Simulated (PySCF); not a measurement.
**[Pb(H2O)2]2+ at several levels of theory**

Computed with PySCF 2.14.0 (density fitting, no spin-orbit coupling) at the geometry relaxed with PBE0:

```xyz
7
[Pb(H2O)2]2+ (singlet)
Pb    1.4090    0.4694   -0.0222
O    -0.1819    0.0091    1.6480
H    -0.1100    0.2584    2.5902
H    -1.0000   -0.5173    1.5707
O    -0.2177   -0.1511   -1.6223
H    -0.0635   -0.7464   -2.3814
H    -1.0879    0.2613   -1.7830
```

```json
{"level": "PBE0", "basis": "Pb def2-SVP with ECP60, O def2-SVP, H def2-SVP", "state": "singlet", "HOMO (eV)": "-20.41", "gap (eV)": "7.14", "charge on Pb1 (e)": "1.50", "dipole about the centre of mass (D)": "5.32", "largest force component (eV/Å)": "0.01"}
{"level": "TPSSh", "basis": "the same", "state": "singlet", "HOMO (eV)": "-19.39", "gap (eV)": "5.80", "charge on Pb1 (e)": "1.48", "dipole about the centre of mass (D)": "5.41", "largest force component (eV/Å)": "0.24"}
{"level": "PBE0", "basis": "Pb def2-TZVP with ECP60, O def2-TZVP, H def2-TZVP", "state": "singlet", "HOMO (eV)": "-20.55", "gap (eV)": "7.25", "charge on Pb1 (e)": "1.57", "dipole about the centre of mass (D)": "5.25", "largest force component (eV/Å)": "0.21"}
```

Charges are Mulliken's, which hang on the basis. The relaxation used the grid (50, 194), these runs (75, 302) or, all-electron (x2c bases, spin-free X2C Hamiltonian), (99, 590).

**Question.** What does wB97X with Pb def2-SVP with ECP60, O def2-SVP, H def2-SVP give here?

**Answer.** state singlet, HOMO (eV) -22.97, gap (eV) 11.72, charge on Pb1 (e) 1.51, dipole about the centre of mass (D) 5.26, largest force component (eV/Å) 0.03. Time: 3.3 s on 2 threads of Arm Neoverse V1, on a shared host, from an already converged density.

In the first row's basis the gap widens with exact exchange: 5.8 to 7.1 eV for TPSSh, PBE0 (a fixed share); 11.7 eV for wB97X (rising or full at long range).

A frequency check found unstable modes (1, the lowest at -27 cm⁻¹), so the relaxed geometry is a saddle point, or these are noise.
